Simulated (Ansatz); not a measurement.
C₃H₇, doublet, geometry from GFN2-xTB; PBE0/def2-SVP run with Ansatz (a program for electronic structure).

The Ansatz input:
Ansatz 0.2 input:
```yaml
crystal:
  periodic: [false, false, false]
  atoms:
    - {symbol: C, position_ang: [-0.08073437, 0.51425383, 0.00202403]}
    - {symbol: C, position_ang: [0.04477701, -0.19753283, 1.29093157]}
    - {symbol: C, position_ang: [0.04445320, -0.18802225, -1.29225504]}
    - {symbol: H, position_ang: [-0.46360008, 1.52072873, 0.00525132]}
    - {symbol: H, position_ang: [0.40419944, 0.47041680, 2.07407067]}
    - {symbol: H, position_ang: [0.43018374, 0.47888266, -2.06403124]}
    - {symbol: H, position_ang: [-0.92265236, -0.59238384, 1.63168364]}
    - {symbol: H, position_ang: [0.72527311, -1.04407116, 1.20462375]}
    - {symbol: H, position_ang: [0.70335913, -1.05117986, -1.20587517]}
    - {symbol: H, position_ang: [-0.92773804, -0.55458579, -1.64992641]}
basis:
  gaussian:
    orbitals: def2-SVP
hamiltonian:
  xc: pbe0
magnetization: {spin_polarized: true, initial_magnetization: 1}
```

Output, abridged:

```
Functional definition: PBE0
880 factors; their error is unknown
mean field evaluation 1: about -3211.6670 eV, gradient 3.3e1 eV
mean field evaluation 2: about -3211.0075 eV, gradient 3.5e1 eV
mean field evaluation 4: about -3217.4562 eV, gradient 8.0e-1 eV
mean field evaluation 8: about -3217.4466 eV, gradient 1.7e-1 eV
mean field evaluation 16: about -3217.4468 eV, gradient 3.6e-5 eV
mean field -3217.44675962 eV, -118.2389875521 hartree, gradient 3.6e-5 eV, S^2 0.754729; 0 other end points of the search recorded, 0 dependent functions left out
reference -3217.44678234 eV, -118.2389883874 hartree; 13, 12 occupied and 64, 65 virtual orbitals, 880 factors
Total energy: -3217.44678234 eV, -118.2389883874 hartree
```
